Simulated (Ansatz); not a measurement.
A nudged elastic band was laid between two geometries of CH$_{11}$GeNSi$_{2}$ (16 atoms, charge 0, multiplicity 1).

Computed with RHF/def2-SVP (Ansatz).

| Quantity | Value |
| --- | --- |
| movable images | 5 |
| climbing image | yes |
| spring | 5.0 eV/Å² |
| optimiser | quadratic models (default) |
| start path | through a guess of the saddle point |
| force threshold | 0.5 eV/Å |
| iteration limit | 60 |
| end points | relaxed |

Image 0:

```xyz
16
Properties=species:S:1:pos:R:3
C -1.978 -0.256 -0.977
Si -0.235 -0.971 -0.970
N -0.152 -2.280 0.163
Ge 1.359 0.793 -0.471
Si 0.986 1.734 1.724
H -2.704 -1.036 -1.219
H -2.072 0.544 -1.714
H -2.243 0.158 -0.001
H 0.112 -1.530 -2.300
H 0.571 -2.969 0.092
H -0.439 -2.162 1.115
H 2.796 0.236 -0.505
H 1.297 1.939 -1.501
H 1.005 0.653 2.744
H 2.020 2.735 2.082
H -0.346 2.389 1.782
```

Image 6:

```xyz
16
Properties=species:S:1:pos:R:3
C -1.625 -0.767 -1.996
Si -0.368 -0.873 -0.598
N -1.072 -1.658 0.776
Ge 0.467 1.346 -0.070
Si 2.090 1.280 1.718
H -1.980 -1.765 -2.261
H -1.187 -0.307 -2.885
H -2.490 -0.167 -1.703
H 0.799 -1.698 -1.000
H -0.500 -2.161 1.426
H -1.887 -1.291 1.228
H 1.113 2.028 -1.293
H -0.696 2.255 0.384
H 3.265 0.469 1.311
H 2.559 2.638 2.086
H 1.490 0.648 2.922
```

(1) What changes between the two ends?

(2) What energy profile does the band end with?

(3) What is the geometry of the highest image?

The band took 4 iterations and about 2.7 core-minutes.

## Answers

(1) No bond is made or broken. The dihedral C1–Si2–Ge4–H12 goes from -178 to -58°.

(2) The run converged. The highest image is number 3 of 0 to 6, 0.042 eV above the ends, which have the same energy within 2 meV. The threshold of 0.5 eV/Å is loose, so the images may lie well off the minimum-energy path. The order of the stationary point at the top wasn't checked. Another band between the same ends, with other settings, climbed to 0.019 eV only, so this may not be the lowest route.

```csv
image,path coordinate (Å),energy (eV),dihedral C1–Si2–Ge4–H12 (°)
0,0.00,0.000,-178
1,1.31,0.011,-159
2,2.61,0.030,-140
3,3.91,0.042,-121
4,5.22,0.026,-99
5,6.52,0.009,-78
6,7.83,-0.001,-58
```

(3) 
```xyz
16
Properties=species:S:1:pos:R:3
C -1.943 -0.468 -1.596
Si -0.279 -0.935 -0.848
N -0.566 -1.754 0.676
Ge 1.074 1.076 -0.514
Si 1.506 1.266 1.869
H -2.569 -1.353 -1.720
H -1.810 0.002 -2.567
H -2.480 0.233 -0.955
H 0.462 -1.879 -1.724
H 0.215 -2.176 1.137
H -1.124 -1.277 1.356
H 2.417 1.034 -1.271
H 0.323 2.341 -0.959
H 2.217 0.054 2.356
H 2.322 2.457 2.209
H 0.212 1.358 2.596
```

The run took 84 s on 2 threads of Intel(R) Xeon(R) Platinum 8488C (Sapphire Rapids) (shared host), peak memory 0.49 GiB.
